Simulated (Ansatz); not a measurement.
The first iterations of a band of ClH6NSSi2 (11 atoms, charge 0, multiplicity 1).

These are results of RKS PBE0-D4/6-31G* in Ansatz, not measurements.

```
movable images  : 2
climbing image  : no
spring          : 5.0 eV/Å²
optimiser       : quadratic models (default)
start path      : IDPP
force threshold : 0.05 eV/Å
iteration limit : 60
end points      : relaxed
```

Image 0:

```xyz
11
Properties=species:S:1:pos:R:3
N -1.210 1.409 -0.067
Si -0.281 0.041 -0.506
Si 1.330 -0.391 1.123
S -1.750 -1.498 -0.747
Cl 0.755 0.211 -2.323
H -2.023 1.662 -0.616
H -0.763 2.220 0.340
H 2.127 -1.580 0.717
H 0.670 -0.658 2.431
H 2.242 0.780 1.269
H -1.031 -2.251 -1.599
```

Image 3:

```xyz
11
Properties=species:S:1:pos:R:3
N -1.152 1.263 -0.347
Si -0.103 -0.088 -0.504
Si 1.454 -0.216 1.229
S -1.088 -1.999 -0.566
Cl 0.871 0.279 -2.304
H -1.432 1.785 -1.166
H -1.853 1.283 0.382
H 2.256 -1.466 1.126
H 0.744 -0.198 2.540
H 2.354 0.967 1.146
H -1.987 -1.666 -1.514
```

| iteration | highest image above the first end (eV) | largest band force component (eV/Å) |
| --- | --- | --- |
| 1 | 0.238 | 0.672 |
| 2 | 0.159 | 0.383 |
| 3 | 0.122 | 0.268 |

Question: Does the band converge within its limit, and where does its top end?

Answer: The forces met the threshold. It ended after 10 iterations with the highest image 0.120 eV above the first end. No image climbed, so the highest image needn't sit at the top of the path. So few images can step over the top or miss a turn of the path.

Time of the run: 90 s on 2 threads of Arm Neoverse V2, on a shared host, peak memory 0.25 GiB.
